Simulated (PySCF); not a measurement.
C2H7Si, SMILES C[SiH]C (connectivity only; charge and spin as stated), charge +1, multiplicity 1.

Geometry optimised at PBE0-D3(BJ)/def2-SVP. The multiplicity is an assumed one; other spin states were not compared. The isomer is the one that the SMILES or the coordinates give; other isomers of the formula were not compared.

Method: ωB97X/def2-TZVPD (PySCF).

The molecule is in vacuum.

| Property | Result |
|---|---|
| total energy | -369.64614 hartree |
| highest occupied level | -17.70 eV |
| lowest empty level | -5.98 eV |
| orbital gap | 11.72 eV |
| dipole moment about the centre of nuclear charge | 0.49 D |
| mean static polarisability | 44.3 bohr³ (6.56 Å³) |
| polarisability, principal values | 36.0, 42.9, 53.9 bohr³ |
